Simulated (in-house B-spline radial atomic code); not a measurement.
Radial electron density of the copper ion Cu²⁺, [Ar] 3d8 4p1. Method: scalar-relativistic (X2C) BHandHLYP, spin-polarised, spherical fractional occupations, exact exchange averaged over the configuration, Fermi nucleus of rms radius 3.8823 fm. Calculated with an all-electron radial atomic-structure program (B-spline basis).

One-electron X2C: radii and densities carry no picture-change correction, so inner-shell <1/r> comes out high (for 1s by about 2 % at Z = 33, 5 % at 54, 10 % at 75, 30 % at 118) and <r> low.

Columns: r (bohr), 4πr²n(r) (electrons per bohr), bar.

```
 0.00189   0.9214 #
 0.00232    1.317 #
 0.00284    1.864 ##
 0.00347    2.614 ###
 0.00425    3.654 ####
  0.0052    5.053 ######
 0.00636    6.903 ########
 0.00778    9.303 ##########
 0.00952    12.33 #############
  0.0117    16.08 ##################
  0.0143    20.29 ######################
  0.0175    24.84 ###########################
  0.0214    29.24 ################################
  0.0261    32.84 ####################################
   0.032    35.04 ######################################
  0.0392    35.18 ######################################
  0.0479    33.35 ####################################
  0.0586    30.43 #################################
  0.0718    28.18 ###############################
  0.0878    28.51 ###############################
   0.107    31.96 ###################################
   0.132    37.28 #########################################
   0.161    40.24 ############################################
   0.197    37.93 #########################################
   0.241    30.39 #################################
   0.295    21.87 ########################
   0.361    17.62 ###################
   0.442    18.92 #####################
   0.541    21.91 ########################
   0.662    21.77 ########################
    0.81    17.37 ###################
   0.991    11.15 ############
    1.21     5.99 #######
    1.48     2.85 ###
    1.82    1.359 #
    2.22   0.7804 #
    2.72    0.485 #
    3.33   0.2667 
    4.07   0.1099 
    4.99  0.02948 
     6.1 0.004848 
    7.47 0.0004215 
    9.14 1.739e-05
```

On this grid the curve has 3 maxima, near 0.0392, 0.161, 0.541 bohr.

The 3d down radial function P(r) = rR(r), positive near the nucleus:

| r (bohr) | P |
| --- | --- |
| 0.0175 | 0.001284 |
| 0.0261 | 0.003876 |
| 0.0392 | 0.01153 |
| 0.0586 | 0.0322 |
| 0.0878 | 0.08416 |
| 0.132 | 0.2001 |
| 0.197 | 0.4092 |
| 0.295 | 0.7066 |
| 0.442 | 0.9788 |
| 0.662 | 1.043 |
| 0.991 | 0.8361 |
| 1.48 | 0.4961 |
| 2.22 | 0.1976 |
| 3.33 | 0.04293 |
| 4.99 | 0.003654 |
